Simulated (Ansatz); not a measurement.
Program: Ansatz. Geometries: PBE0-D4/def2-TZVP. ΔE: electronic, gas phase. CCSD(T)/CBS adds triple-zeta CCSD(T) − MP2 to the extrapolated MP2 energy (def2 sets, frozen cores). Functionals use def2-TZVPP. For Ga outer-core shells are correlated without core-valence functions, which leaves a few kJ/mol of doubt a bond. Scalar relativity is left out up to krypton.

Consider the cleavage of the B–Si bond: `B[Si](F)(F)F` + `[NH2][GaH2]` → `B[NH][GaH2]` + `F[SiH](F)F`.

Problem. Is it downhill or uphill in electronic energy at CCSD(T)/CBS, and by how much? (An estimate is asked.)

Solution. The calculation gave: Downhill: ΔE = -160.8 kJ/mol.

Problem. What do these levels give: PBE-D4, BLYP-D4, r2SCAN-D4, PBE0-D4, r2SCAN0, HF/def2-SVP? (Best estimate.)

Solution. Ansatz gave: PBE-D4 -155.2, BLYP-D4 -159.5, r2SCAN-D4 -160.9, PBE0-D4 -157.5, r2SCAN0 -162.8, HF/def2-SVP -166.6 kJ/mol.

Largest T1 diagnostic among the species: 0.014.

Leaving LDA and LC-ωPBE aside and taking each functional with its dispersion term where it has one, the values, not all of them listed here, spread over 11.8 kJ/mol, from B2PLYP to revPBE-D4. LDA lies −9.6 kJ/mol from PBE without D4. At CCSD(T), def2-SVP lies −14.6 kJ/mol from the extrapolated value and def2-TZVPP −4.1 kJ/mol. From BLYP to BHLYP (50 % exact exchange), in def2-TZVPP and without D4, ΔE moves by −5.1 kJ/mol.
